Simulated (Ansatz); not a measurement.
Single points on trans-NiCl2(NH3)2 (NiN₂Cl₂H₆).

```yaml
crystal:
  periodic: [false, false, false]
  atoms:
    - {symbol: Ni, position_ang: [0.002358, 0.000005, -0.000216]}
    - {symbol: Cl, position_ang: [2.189665, 0.009289, 0.030218]}
    - {symbol: N, position_ang: [-0.006236, 1.904237, -0.009097]}
    - {symbol: H, position_ang: [0.044558, 2.262091, 0.956687]}
    - {symbol: H, position_ang: [-0.883804, 2.253357, -0.424338]}
    - {symbol: H, position_ang: [0.817611, 2.268799, -0.510799]}
    - {symbol: Cl, position_ang: [-2.185131, -0.009301, -0.032111]}
    - {symbol: N, position_ang: [0.007587, -1.904218, 0.008680]}
    - {symbol: H, position_ang: [-0.128672, -2.262571, -0.948509]}
    - {symbol: H, position_ang: [-0.772867, -2.266672, 0.576507]}
    - {symbol: H, position_ang: [0.914930, -2.255006, 0.352996]}
basis:
  gaussian: {orbitals: def2-SVP, initial_orbitals: start.molden}
correlation: {method: ccsd_t}
scf: {omitted_lower_state_checks: [starts]}
output: {orbitals: {seedname: orbitals}}
```

The file start.molden holds the orbitals of an earlier run on this structure, at another level or in another basis.

```sh
$ ansatz run in.yaml --threads 4 --pin off --events-out ev --progress --plain --max-ram 8704MiB
```

It prints (some lines left out):

```
Functional definition: HF
1260 factors; integrals over basis functions are off by at most 1.1e-3 eV
mean field evaluation 1: about -69053.3715 eV, gradient 3.0e1 eV
mean field evaluation 2: about -69056.0297 eV, gradient 2.5e0 eV
mean field evaluation 4: about -69056.4912 eV, gradient 1.4e0 eV
mean field evaluation 8: about -69056.4973 eV, gradient 2.3e-4 eV
mean field -69056.49734397 eV, -2537.7794692157 hartree, gradient 3.4e-6 eV, S^2 0.000000; 0 other end points of the search recorded, 0 dependent functions left out; unrestricted orbitals would lower it
17 core orbitals not correlated: weight in the atoms' cores, before any rotation towards them, 1.000 or more for the frozen orbitals, at most 0.000 for the correlated occupied ones
reference -69056.49734397 eV, -2537.7794692157 hartree; 24, 24 occupied and 84, 84 virtual orbitals, 1260 factors
second order -27.80956205 eV of doubles, -0.00000000 eV of singles
cycle   1  -27.86333207 eV  change   -5.4e-2 eV  update   1.7e-1
cycle   2  -28.82710360 eV  change   -9.6e-1 eV  update   6.3e-2
cycle   3  -29.15759973 eV  change   -3.3e-1 eV  update   5.4e-2
cycle   4  -29.21801923 eV  change   -6.0e-2 eV  update   2.5e-2
cycle   5  -29.22726462 eV  change   -9.2e-3 eV  update   1.2e-2
cycle   6  -29.23221168 eV  change   -4.9e-3 eV  update   4.5e-3
cycle   7  -29.23283486 eV  change   -6.2e-4 eV  update   2.9e-3
cycle   8  -29.23633240 eV  change   -3.5e-3 eV  update   1.9e-3
cycle   9  -29.23627069 eV  change    6.2e-5 eV  update   1.3e-3
cycle  10  -29.23506999 eV  change    1.2e-3 eV  update   1.0e-3
cycle  11  -29.23515991 eV  change   -9.0e-5 eV  update   7.1e-4
cycle  12  -29.23584811 eV  change   -6.9e-4 eV  update   4.0e-4
cycle  13  -29.23609723 eV  change   -2.5e-4 eV  update   1.8e-4
cycle  14  -29.23618381 eV  change   -8.7e-5 eV  update   9.2e-5
cycle  15  -29.23604462 eV  change    1.4e-4 eV  update   5.1e-5
cycle  16  -29.23604581 eV  change   -1.2e-6 eV  update   2.8e-5
perturbative correction -0.87454284 eV, -0.0321388566 hartree
Total energy: -69086.60793261 eV, -2538.8860129388 hartree
Checks for a lower state left out: starts
```

Hardware: 4 threads of Intel Xeon Platinum 8259CL on a shared host. Wall time 22 s, peak host memory 0.83 GiB.

The first input with `gaussian: {orbitals: def2-TZVP, initial_orbitals: start.molden}`, `hamiltonian: {xc: {name: r2SCANh}, dispersion: d4}` and without the key `correlation` (abridged; 6.5 s):

```
Functional definition: r2SCANh
mean field -69169.47305237 eV, -2541.9312499218 hartree, gradient 2.1e-5 eV, S^2 0.000000
Total energy: -69169.54997798 eV, -2541.9340768857 hartree
Checks for a lower state left out: starts
```

First input, but with `gaussian: {orbitals: def2-TZVP, initial_orbitals: start.molden}`, `hamiltonian: {xc: pbe}`, `correlation: {method: rpa}` and without the key `output` (abridged; 6 s):

```
Functional definition: PBE
mean field -69153.79043619 eV, -2541.3549244072 hartree, gradient 2.2e-6 eV, S^2 0.000000
17 core orbitals not correlated: weight in the atoms' cores, before any rotation towards them, 1.000 or more for the frozen orbitals, at most 0.000 for the correlated occupied ones
Total energy: -69130.68702102 eV, -2540.5058895598 hartree
Checks for a lower state left out: starts
```

Geometry: PBE-D4/def2-SVP.

Correlated methods freeze 17 core orbitals; core or outer-core shells of Ni are correlated, in sets that lack core-valence functions. At CCSD(T)/def2-SVP the restricted singlet (for correlated methods, its reference) is unstable: a solution with broken spin symmetry lies lower.
